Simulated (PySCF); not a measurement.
trans-1,3-butadiene (C₄H₆), singlet, geometry from GFN2-xTB. Base run: HF/STO-3G run with PySCF.

Geometry (Å):
```xyz
10

C      0.6010     1.7299     0.0066
C      0.6018     0.4014     0.0050
C     -0.6018    -0.4014    -0.0050
C     -0.6010    -1.7299    -0.0066
H      1.5123     2.3028     0.0141
H     -0.3183     2.2929     0.0004
H      1.5371    -0.1437     0.0113
H     -1.5371     0.1437    -0.0113
H      0.3183    -2.2929    -0.0004
H     -1.5123    -2.3028    -0.0141
```
Charge 0, spin multiplicity 1.
All else is at PySCF's defaults.
Base energy -153.01827 Eh.

Each row names what was changed in the base input (with any setting that the change needs).

```csv
change,ΔE vs base (µEh),SCF cycles
base,0.0,8
diis = off (with mf.max_cycle = 100),0.0,12
conv_tol = 1e-7,0.0,7
conv_tol = 1e-6,0.0,6
conv_tol_grad = 1e-3,0.0,8
level_shift = 1.0 (with mf.max_cycle = 100),0.0,18
diis_space = 4,0.0,8
diis = off; damp = 0.3 (with mf.diis_start_cycle = 200; with mf.max_cycle = 150),0.0,15
solver = newton,0.0,-
level_shift = 0.1 (with mf.max_cycle = 100),0.0,8
init_guess = 1e,0.0,11
DIIS = ADIIS,0.0,12
diis_space = 2,0.0,9
```
